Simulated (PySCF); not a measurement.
# input.py for KI

The script input.py:

```python
from pyscf import gto, scf

mol = gto.M(
    atom='K 0 0 0; I 0 0 3.027',
    basis='def2-svp',
    ecp={'I': 'def2-svp'},
    charge=0,
    spin=0,
    symmetry=True,
    verbose=4,
)
mf = scf.UHF(mol)
mf = scf.addons.smearing_(mf, sigma=0.05, method='fermi')
mf.kernel()
mf.dip_moment()
print('orbital energies (hartree):', [e[max(0, n-3):n+3].round(4) for e, n in zip(mf.mo_energy, mol.nelec)])
```

```bash
$ OMP_NUM_THREADS=1 python input.py
```

The log (some set-up lines and the per-cycle HOMO/LUMO lines with their warnings removed):

```
PySCF version 2.14.0

[INPUT] Symbol           X                Y                Z      unit          X                Y                Z       unit  Magmom
[INPUT]  1 K      0.000000000000   0.000000000000   0.000000000000 AA    0.000000000000   0.000000000000   0.000000000000 Bohr   0.0
[INPUT]  2 I      0.000000000000   0.000000000000   3.027000000000 AA    0.000000000000   0.000000000000   5.720200979058 Bohr   0.0

nuclear repulsion = 83.0390403657086
point group symmetry = Coov
symmetry origin: [0.        0.        4.2107035]
symmetry axis x: [1. 0. 0.]
symmetry axis y: [0. 1. 0.]
symmetry axis z: [0. 0. 1.]
num. orbitals of irrep A1 = 20
num. orbitals of irrep E1x = 11
num. orbitals of irrep E1y = 11
num. orbitals of irrep E2x = 4
num. orbitals of irrep E2y = 4
number of shells = 20
number of NR pGTOs = 112
number of NR cGTOs = 50
basis = def2-svp
ecp = {'I': 'def2-svp'}

******** <class 'pyscf.scf.smearing.SmearingSymAdaptedUHF'> ********
method = SmearingSymAdaptedUHF
initial guess = minao
damping factor = 0
level_shift factor = 0
DIIS = <class 'pyscf.scf.diis.CDIIS'>
SCF conv_tol = 1e-09
SCF max_cycles = 50
number electrons alpha = 22  beta = 22
Freeze 0 electrons in irreps []
    44 free electrons in irreps A1 E1x E1y E2x E2y
init E= -863.724528078997
    sigma = 0.05  Optimized mu = -0.77282978528  entropy = 0.0216286952507
    Total E(T) = -894.843907856751  Free energy = -894.844989291513  E0 = -894.844448574132
cycle= 1 E= -894.843907856751  delta_E= -31.1  |g|= 2.68  |ddm|= 5.28
    sigma = 0.05  Optimized mu = -0.00728817158617  entropy = 9.68438343009
    Total E(T) = -893.970576929847  Free energy = -894.454796101351  E0 = -894.212686515599
cycle= 2 E= -893.970576929847  delta_E= 0.873  |g|= 1.63  |ddm|= 4.72
    sigma = 0.05  Optimized mu = -0.271323948015  entropy = 0.386214123211
    Total E(T) = -895.699170948376  Free energy = -895.718481654537  E0 = -895.708826301457
cycle= 3 E= -895.699170948376  delta_E= -1.73  |g|= 0.892  |ddm|=  3.6
    sigma = 0.05  Optimized mu = -0.174230510459  entropy = 1.48515078734
    Total E(T) = -895.760475453443  Free energy = -895.83473299281  E0 = -895.797604223126
cycle= 4 E= -895.760475453443  delta_E= -0.0613  |g|= 0.231  |ddm|= 0.571
    sigma = 0.05  Optimized mu = -0.146885069523  entropy = 2.14082693897
    Total E(T) = -895.741735478793  Free energy = -895.848776825741  E0 = -895.795256152267
cycle= 5 E= -895.741735478793  delta_E= 0.0187  |g|= 0.0247  |ddm|= 0.269
    sigma = 0.05  Optimized mu = -0.150222985231  entropy = 2.02088671243
    Total E(T) = -895.747837484985  Free energy = -895.848881820607  E0 = -895.798359652796
cycle= 6 E= -895.747837484985  delta_E= -0.0061  |g|= 0.00851  |ddm|= 0.0265
    sigma = 0.05  Optimized mu = -0.149544219716  entropy = 2.02745156684
    Total E(T) = -895.747530122229  Free energy = -895.848902700571  E0 = -895.7982164114
cycle= 7 E= -895.747530122229  delta_E= 0.000307  |g|= 0.00348  |ddm|= 0.00937
    sigma = 0.05  Optimized mu = -0.149137485648  entropy = 2.03823167589
    Total E(T) = -895.746993967073  Free energy = -895.848905550868  E0 = -895.79794975897
cycle= 8 E= -895.746993967073  delta_E= 0.000536  |g|= 0.000921  |ddm|= 0.00483
    sigma = 0.05  Optimized mu = -0.149206378106  entropy = 2.03574782625
    Total E(T) = -895.747118310457  Free energy = -895.84890570177  E0 = -895.798012006113
cycle= 9 E= -895.747118310457  delta_E= -0.000124  |g|= 6.94e-05  |ddm|= 0.000746
    sigma = 0.05  Optimized mu = -0.149213354576  entropy = 2.03551741848
    Total E(T) = -895.747129833119  Free energy = -895.848905704043  E0 = -895.798017768581
cycle= 10 E= -895.747129833119  delta_E= -1.15e-05  |g|= 5.4e-06  |ddm|= 0.000129
    sigma = 0.05  Optimized mu = -0.149213660964  entropy = 2.03551461373
    Total E(T) = -895.747129973419  Free energy = -895.848905704105  E0 = -895.798017838762
cycle= 11 E= -895.747129973419  delta_E= -1.4e-07  |g|= 3.35e-06  |ddm|= 2.09e-05
    sigma = 0.05  Optimized mu = -0.149213411062  entropy = 2.03552293069
    Total E(T) = -895.747129557581  Free energy = -895.848905704115  E0 = -895.798017630848
cycle= 12 E= -895.747129557581  delta_E= 4.16e-07  |g|= 7.06e-07  |ddm|= 9.13e-06
    sigma = 0.05  Optimized mu = -0.149213419659  entropy = 2.03552177457
    Total E(T) = -895.747129615389  Free energy = -895.848905704117  E0 = -895.798017659753
cycle= 13 E= -895.747129615389  delta_E= -5.78e-08  |g|= 1.7e-07  |ddm|= 3.68e-06
    sigma = 0.05  Optimized mu = -0.149213412062  entropy = 2.0355220688
    Total E(T) = -895.747129600678  Free energy = -895.848905704118  E0 = -895.798017652398
cycle= 14 E= -895.747129600678  delta_E= 1.47e-08  |g|= 6.88e-08  |ddm|= 9.6e-07
    sigma = 0.05  Optimized mu = -0.149213417551  entropy = 2.03552198058
    Total E(T) = -895.747129605088  Free energy = -895.848905704117  E0 = -895.798017654603
cycle= 15 E= -895.747129605088  delta_E= -4.41e-09  |g|= 3.06e-08  |ddm|= 7.62e-08
    sigma = 0.05  Optimized mu = -0.149213418395  entropy = 2.03552195722
    Total E(T) = -895.747129606257  Free energy = -895.848905704118  E0 = -895.798017655188
cycle= 16 E= -895.747129606257  delta_E= -1.17e-09  |g|= 1.87e-08  |ddm|= 2.35e-08
    sigma = 0.05  Optimized mu = -0.149213418206  entropy = 2.03552196135
    Total E(T) = -895.74712960605  Free energy = -895.848905704118  E0 = -895.798017655084
cycle= 17 E= -895.74712960605  delta_E= 2.07e-10  |g|= 1.97e-08  |ddm|= 4.75e-09
    sigma = 0.05  Optimized mu = -0.149213421097  entropy = 2.03552187082
    Total E(T) = -895.747129610577  Free energy = -895.848905704118  E0 = -895.798017657347
Extra cycle  E= -895.747129610577  delta_E= -4.53e-09  |g|= 1.37e-08  |ddm|= 3.14e-08
converged SCF energy = -895.747129610577  <S^2> = -2.8421709e-14  2S+1 = 1
Dipole moment(X, Y, Z, Debye):  0.00000,  0.00000, -8.09165
orbital energies (hartree): [array([-0.32  , -0.3052, -0.3052, -0.0147,  0.0557,  0.0647]), array([-0.32  , -0.3052, -0.3052, -0.0147,  0.0557,  0.0647])]
```

In short: E(SCF) = -895.747130 Eh, μz(SCF) = -8.09 D.

Run time: 0.88 s on 1 thread of Arm Neoverse V2 (shared host), peak memory 0.13 GiB.

The bond length is a typed value, not an optimised one. No search for the lowest solution was made.
